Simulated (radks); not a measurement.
The numbers below are computed, except where a source is named.
Charge is removed step by step from the 3p level of S+, starting from [Ne] 3s2 3p3. Level of theory: scalar-relativistic Kohn-Sham, r2SCAN, spin-unpolarised, spherical densities, finite nucleus; meta-GGA in the generalised Kohn-Sham scheme; Fermi nuclear charge, rms radius 3.2611 fm (a radial shooting solver on a logarithmic mesh with Libxc functionals).

removed (e),E - E(0) (eV),eigenvalue (eV),E minus straight line (eV)
0,0.000,-16.954,0.000
0.1,1.748,-18.006,-0.491
0.2,3.601,-19.071,-0.876
0.3,5.562,-20.148,-1.154
0.4,7.631,-21.237,-1.323
0.5,9.810,-22.338,-1.383
0.6,12.099,-23.451,-1.333
0.7,14.500,-24.576,-1.170
0.8,17.014,-25.712,-0.895
0.9,19.642,-26.859,-0.505
1,22.386,-28.016,0.000

Removing the whole electron costs 22.386 eV by Delta-SCF, against 16.954 eV from minus the eigenvalue at the starting occupation. Slater's transition state (half an electron removed) gives 22.338 eV. Integrating minus the eigenvalue over the occupation (Janak's theorem) gives 22.387 eV. In this scalar-relativistic scheme the density is built from large components alone, so the theorem holds only approximately. The mean slope of the eigenvalue, de/dn, is 11.1 eV per electron. Ionisation energy of S+ in the NIST Atomic Spectra Database: 23.338 eV (measured).

Beside tabulated values, note that spin-unpolarised runs miss the spin-polarisation part of the exchange energy of open shells.
